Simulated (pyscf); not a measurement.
Single points on ωB97X-D3(BJ)/def2-SVP structures (PySCF, gas phase).

SMILES: FC(F)[SiH](F)O[SiH3]
```xyz
12

F     -1.8877    -0.1614    -0.6280
C     -1.9457     0.9418    -1.4455
F     -2.8192     1.8328    -0.8971
Si    -0.1954     1.7026    -1.5285
F     -0.1494     2.5807    -2.8906
O      0.8835     0.4808    -1.6186
Si     0.9966    -1.1788    -1.7887
H     -2.3592     0.6133    -2.4173
H      0.0802     2.5926    -0.3846
H      2.3381    -1.4867    -2.3474
H     -0.0610    -1.6543    -2.7245
H      0.8331    -1.8316    -0.4640
```
Charge 0, spin multiplicity 1.

Q: How much does it cost (ΔH, 298 K, ωB97M-D3(BJ)/def2-TZVP) to split F–CH(F)–SiH(F)–O–SiH₃ (SMILES FC(F)[SiH](F)O[SiH3]) at its C–Si bond into F–CH•–F + F–SiH•–O–SiH₃?

A: C–Si to F–CH•–F + F–SiH•–O–SiH₃: 85.5 kcal/mol. The 7 functionals that were run give +76.3 (PBE) to +85.5 kcal/mol (ωB97M-D3(BJ)). Other isomers of F–SiH•–O–SiH₃ were not searched in full and may lie lower.
